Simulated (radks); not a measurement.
Results of a calculation; reference values are marked as such.
Dipole-allowed excitations along the series with 4 electrons in [He] 2s2. Level of theory: non-relativistic Kohn-Sham, PBE, spin-unpolarised, spherical densities, point nucleus (a radial shooting solver on a logarithmic mesh with Libxc functionals). Time-dependent linear response with the Hartree and adiabatic LDA kernel, continuum included through the Sternheimer equations. Lines are the poles of the dipole polarisability below minus the highest occupied eigenvalue, found on a grid refined at the orbital gaps; the lowest seven at most are given, and weak or close lines can be missed. The first line takes the name of the lowest orbital gap if no other gap lies below it; otherwise a line is named after a gap within 0.6 % of it, if that gap stands alone.

\begin{tabular}{lrrrrrrr}
species & -e(HOMO) (eV) & lowest orbital gap (eV) & first line (eV) & f & strongest line (eV) & its f & static alpha (bohr^3) \\ \hline
Sc17+ & 1171.4 & 2s-2p 43.691 & 59.374 (2s-2p) & 0.159 & 693.00 (2s-3p) & 0.698 & 0.03492 \\
Ti18+ & 1301.2 & 2s-2p 46.004 & 62.486 (2s-2p) & 0.151 & 767.42 (2s-3p) & 0.706 & 0.02991 \\
V19+ & 1437.9 & 2s-2p 48.315 & 65.597 (2s-2p) & 0.144 & 845.61 (2s-3p) & 0.713 & 0.02581 \\
Cr20+ & 1581.3 & 2s-2p 50.626 & 68.707 (2s-2p) & 0.137 & 927.58 (2s-3p) & 0.720 & 0.02243 \\
Mn21+ & 1731.6 & 2s-2p 52.935 & 71.817 (2s-2p) & 0.131 & 1013.3 (2s-3p) & 0.726 & 0.01961 \\
Fe22+ & 1888.6 & 2s-2p 55.244 & 74.923 (2s-2p) & 0.126 & 1102.9 (2s-3p) & 0.732 & 0.01725 \\
\end{tabular}
